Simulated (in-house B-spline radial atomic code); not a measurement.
How numerical settings move a run on Pb, [Xe] 4f14 5d10 6s2 6p2. Computed with a B-spline radial code for spherical atoms: Dirac-Hartree-Fock, average of configuration, Fermi nucleus of rms radius 5.5012 fm.

Command:
```bash
python run_scf.py task.json out
```
Settings of the sound reference run:
```
Z                82
electrons        82
configuration    [Xe] 4f14 5d10 6s2 6p2
hamiltonian      dirac
method           hf
spin_polarised   False
nucleus          fermi
rms_radius       5.5012
mass_number      208
atomic_mass      207.9767
speed_of_light   137.036
knot_spacing     0.22
spline_order     8
gauss_points     12
box_radius       50
max_iterations   70
damping          0.5
damped_steps     3
diis_vectors     10
tolerance        1e-08
start            Thomas-Fermi
```

Time taken, with all properties: 2 s on 1 thread of Intel(R) Xeon(R) Platinum 8375C CPU @ 2.90GHz, on a shared host.

It converges in 10 iterations to -20913.702929 hartree, with 6p3/2 at -5.98419 eV. The other runs change the listed settings, some to values that make no sense; their results aren't properties of the atom or ion. Radii are in bohr (the nuclear one in fm), a minus after a letter asks for a j subshell, and «unchanged» means within 1e-8 hartree. The run stops when the residual is below 10 × tolerance × max(1, Z/10), or a noise floor if that is larger, and the energy moves by less than 1e-8 × √|E| hartree; so very loose and very tight tolerances often act alike.

| changed settings | outcome |
| --- | --- |
| first_knot = 0.0366, max_iterations = 5, tolerance = 0.01 | not converged after 5 iterations, last residual 1.1e-03, last energy +1.30e+02 hartree from the reference |
| box_radius = 3, first_knot = 0.0366, max_iterations = 50, diis_vectors = 2 | converged in 12 iterations, energy +1.33e+02 hartree from the reference, 6p3/2 level +3.1e+01 eV (the program warns: 6p3/2 has a positive eigenvalue: unbound, held by the box; 6s1/2 has a positive eigenvalue: unbound, held by the box) |
| diis_vectors = 0 | converged in 23 iterations, energy unchanged, 6p3/2 level +4.1e-06 eV |
| spline_order = 7, gauss_points = 4, max_iterations = 60, damping = 0.2, start = bare nucleus | converged in 13 iterations, energy -1.28e-05 hartree from the reference, 6p3/2 level -3.0e-07 eV |
| electrons = 90, configuration = [Xe] 4f14 5d10 6s2 6p2 8s2 8p6, max_iterations = 100 | not converged after 100 iterations, last residual 1.6e-03 |
| spin_polarised = True | stopped with error: spin polarisation is not served with the Dirac Hamiltonian |
| damping = 0.8 | converged in 11 iterations, energy unchanged, 6p3/2 level -2.2e-06 eV |
| damping = 0 | converged in 11 iterations, energy unchanged, 6p3/2 level +7.4e-07 eV |
| damping = 0.2 | converged in 10 iterations, energy unchanged, 6p3/2 level -3.6e-06 eV |
| damping = 0.95 | converged in 11 iterations, energy unchanged, 6p3/2 level +7.6e-07 eV |
| box_radius = 3, max_iterations = 75, damping = 0, start = bare nucleus | converged in 13 iterations, energy +2.80e+00 hartree from the reference, 6p3/2 level +3.0e+01 eV (the program warns: 6p3/2 has a positive eigenvalue: unbound, held by the box; 6s1/2 has a positive eigenvalue: unbound, held by the box) |
| diis_vectors = 4 | converged in 10 iterations, energy unchanged, 6p3/2 level +4.9e-06 eV |

Problem. What happens with diis_vectors = 2?

Solution. Converged in 13 iterations, energy unchanged, 6p3/2 level +2.6e-06 eV.

Problem. What happens with diis_vectors = 20?

Solution. Converged in 10 iterations, energy unchanged.

Problem. What happens with start = bare nucleus?

Solution. Converged in 14 iterations, energy unchanged, 6p3/2 level +1.8e-05 eV.

Problem. What happens with diis_vectors = 1?

Solution. Converged in 58 iterations, energy unchanged, 6p3/2 level -9.4e-06 eV.
